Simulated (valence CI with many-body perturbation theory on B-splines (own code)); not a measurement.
E1 transitions of Pr II

Computed by valence CI with perturbative core correlation (CI+MBPT): four valence electrons over a frozen Dirac-Fock core [Xe], a basis of 7 s, 7 p, 7 d, 7 f, 4 g, 2 h functions for each j, with the one-electron correlation potential Σ1, the two-electron term Σ2, the three-electron term Σ3, Breit, model QED; selected CI, second order for the rest (own B-spline code, finite nucleus).

Set against measurement, 17 paired levels are off by 526 cm⁻¹ on average, the worst by 991. These come from a selection out of the NIST Handbook of Basic Atomic Spectroscopic Data. Levels without a partner in it may be off by more, other configurations by several thousand cm⁻¹. Among the levels kept, up to 490 cm⁻¹ of a level comes from second order outside the variational space, and about a tenth of that is noise between levels of different J, which matters for small intervals. 2 measured levels below the end of the list, from 5855 cm⁻¹ on, found no clear computed partner, and computed levels of the same name lie up to 2366 cm⁻¹ from them.

Lines 51 to 100 of 312 in falling wavelength, among levels below 14074 cm⁻¹, chosen from the strongest by gf and those to the six lowest levels. Wavelengths and rates use the calculated energies, so an error of 500 cm⁻¹ moves a line at 19920 Å by 10 % and its rate by three times that or more. Electric multipoles are in the length gauge, E1 and E2 with the static RPA response of the core. Weak lines are less certain than strong ones. Lines between different terms over intervals too small for the method are left out, as are lines whose strength nearly cancels. Where a level lies close to another of its J and parity, the split of strength between their lines is uncertain. The highest levels of a list are the least certain.

Names give the largest LS component (configuration and term), which can be under half, so a name can repeat, a term be missing and a line seem to break the LS rules; names also repeat where a configuration has a term twice. Letters in brackets count levels of one name in rising energy.

| λ vac (Å) | Upper | Lower | A (s⁻¹) | S (a.u.) with core polarisation | S without |
| --- | --- | --- | --- | --- | --- |
| 19920 | 4f²5d² ⁵I_6 [a] | 4f³6s ⁵I°_7 | 2.06e+02 | 1.05e-02 | 4.68e-02 |
| 19830 | 4f²5d² ⁵I_8 | 4f³5d ⁵K°_8 | 1.11e+03 | 7.27e-02 | 1.35e-01 |
| 19600 | 4f²5d6s ⁵K_6 | 4f³6s ³I°_5 | 1.41e+03 | 6.82e-02 | 1.06e-01 |
| 19430 | 4f²5d6s ⁵I_4 [a] | 4f³6s ⁵I°_4 | 1.16e+04 | 3.80e-01 | 1.30e-01 |
| 19310 | 4f²5d6s ⁵K_6 | 4f³6s ⁵I°_6 | 1.25e+03 | 5.79e-02 | 3.76e-02 |
| 19260 | 4f²5d6s ⁵K_7 | 4f³6s ⁵I°_7 | 5.71e+03 | 3.02e-01 | 2.58e-01 |
| 19080 | 4f²5d6s ⁵K_8 | 4f³6s ⁵I°_8 | 6.41e+03 | 3.74e-01 | 3.55e-01 |
| 18720 | 4f²5d6s ³H_4 | 4f³6s ⁵I°_4 | 4.87e+03 | 1.42e-01 | 3.64e-01 |
| 18700 | 4f³5d ³K°_7 | 4f²5d² ³K_7 [a] | 1.15e+03 | 5.59e-02 | 1.37e-01 |
| 18660 | 4f²5d6s ⁵I_5 | 4f³6s ³I°_5 | 5.42e+02 | 1.91e-02 | 3.88e-02 |
| 18560 | 4f³5d ³K°_6 | 4f²5d6s ³K_6 [a] | 1.28e+03 | 5.25e-02 | 1.44e-01 |
| 18310 | 4f²5d6s ³H_5 [a] | 4f³6s ⁵I°_4 | 6.24e+02 | 2.08e-02 | 3.79e-03 |
| 18270 | 4f²5d² ⁵I_6 [b] | 4f³5d ⁵K°_6 | 1.60e+03 | 6.26e-02 | 1.11e-01 |
| 18200 | 4f³6s ⁵G°_2 | 4f²5d² ⁵H_3 [a] | 3.85e+03 | 5.73e-02 | 1.19e-01 |
| 18180 | 4f³5d ³K°_7 | 4f²5d6s ⁵I_6 | 2.04e+03 | 9.08e-02 | 1.26e-01 |
| 17930 | 4f²5d6s ⁵I_6 | 4f³6s ⁵I°_6 | 1.18e+04 | 4.36e-01 | 1.15e-01 |
| 17920 | 4f²5d6s ⁵K_5 | 4f³6s ⁵I°_4 | 5.38e+02 | 1.68e-02 | 3.85e-03 |
| 17860 | 4f²5d² ⁵I_7 | 4f³5d ⁵K°_7 | 2.63e+03 | 1.11e-01 | 2.19e-01 |
| 17830 | 4f²5d² ⁵I_6 [c] | 4f³5d ⁵K°_6 | 1.70e+03 | 6.18e-02 | 1.24e-01 |
| 17720 | 4f²5d² ⁵I_5 [b] | 4f³5d ⁵K°_5 | 2.17e+03 | 6.54e-02 | 1.31e-01 |
| 17710 | 4f³5d ³K°_6 | 4f²5d6s ³H_5 [a] | 5.76e+03 | 2.05e-01 | 2.62e-01 |
| 17650 | 4f²5d6s ⁵I_7 [a] | 4f³6s ⁵I°_7 | 1.35e+04 | 5.51e-01 | 2.13e-01 |
| 17510 | 4f²5d6s ³G_4 [a] | 4f³5d ⁵K°_5 | 2.47e+03 | 5.90e-02 | 1.03e-01 |
| 17500 | 4f²5d² ⁵K_6 [a] | 4f³6s ³I°_5 | 3.99e+03 | 1.37e-01 | 1.18e-01 |
| 17440 | 4f²5d² ³K_7 [a] | 4f³6s ⁵I°_6 | 4.39e+02 | 1.72e-02 | 4.07e-03 |
| 17440 | 4f²5d² ³K_6 | 4f³6s ³I°_6 | 3.82e+03 | 1.30e-01 | 2.22e-01 |
| 17270 | 4f²5d² ⁵K_6 [a] | 4f³6s ⁵I°_6 | 2.70e+03 | 8.92e-02 | 1.49e-01 |
| 17250 | 4f²5d² ⁵K_7 | 4f³6s ³I°_6 | 5.30e+03 | 2.01e-01 | 1.79e-01 |
| 17200 | 4f²5d² ³I_7 | 4f³6s ³I°_7 | 4.68e+03 | 1.76e-01 | 4.22e-01 |
| 17100 | 4f²5d6s ⁵I_8 [a] | 4f³6s ⁵I°_8 | 9.20e+03 | 3.86e-01 | 9.63e-02 |
| 16920 | 4f²5d² ⁵I_5 [a] | 4f³6s ⁵I°_5 | 1.42e+04 | 3.73e-01 | 3.07e-01 |
| 16790 | 4f²5d6s ¹H_5 | 4f³6s ³I°_5 | 2.01e+03 | 5.17e-02 | 7.37e-02 |
| 16560 | 4f²5d² ⁵K_6 [b] | 4f³6s ³I°_5 | 5.67e+03 | 1.65e-01 | 1.79e-01 |
| 16500 | 4f²5d² ³H_4 | 4f³6s ³I°_5 | 6.18e+02 | 1.23e-02 | 4.28e-02 |
| 16370 | 4f²5d² ³K_6 | 4f³6s ⁵I°_7 | 2.77e+03 | 7.79e-02 | 8.49e-02 |
| 16250 | 4f²5d² ³K_8 [a] | 4f³6s ⁵I°_7 | 6.09e+02 | 2.19e-02 | 1.19e-02 |
| 16210 | 4f²5d² ⁵K_7 | 4f³6s ⁵I°_7 | 1.17e+03 | 3.68e-02 | 1.41e-01 |
| 16020 | 4f²5d6s ⁵H_5 [a] | 4f³6s ³I°_6 | 9.52e+02 | 2.13e-02 | 3.10e-02 |
| 15650 | 4f²5d² ⁵I_6 [a] | 4f³6s ⁵I°_6 | 8.51e+03 | 2.09e-01 | 5.67e-01 |
| 15630 | 4f²5d6s ⁵I_7 [b] | 4f³6s ⁵I°_7 | 3.88e+03 | 1.10e-01 | 4.50e-01 |
| 15580 | 4f²5d² ³I_7 | 4f³6s ⁵I°_8 | 4.22e+03 | 1.18e-01 | 1.54e-01 |
| 15550 | 4f²5d² ⁵K_5 | 4f³6s ⁵I°_4 | 1.70e+04 | 3.47e-01 | 4.32e-01 |
| 15460 | 4f³5d ⁵I°_7 | 4f²5d6s ³K_6 [a] | 2.18e+03 | 5.96e-02 | 9.08e-02 |
| 15310 | 4f²5d² ⁵I_5 [d] | 4f³5d ⁵K°_6 | 2.11e+03 | 4.11e-02 | 6.21e-02 |
| 15250 | 4f²5d² ³H_5 | 4f³6s ³I°_6 | 8.51e+02 | 1.64e-02 | 3.64e-02 |
| 15230 | 4f³5d ³L°_8 | 4f²5d² ³K_7 [a] | 8.11e+03 | 2.40e-01 | 3.93e-01 |
| 15160 | 4f²5d6s ⁵I_8 [b] | 4f³6s ⁵I°_8 | 2.69e+03 | 7.87e-02 | 4.30e-01 |
| 15000 | 4f²5d6s ⁵I_5 | 4f³6s ⁵I°_5 | 3.16e+03 | 5.80e-02 | 2.45e-01 |
| 14970 | 4f²5d6s ⁵H_4 [a] | 4f³6s ³I°_5 | 5.04e+02 | 7.51e-03 | 6.81e-03 |
| 14950 | 4f²5d6s ⁵K_8 | 4f³6s ⁵I°_7 | 1.22e+03 | 3.42e-02 | 5.63e-03 |
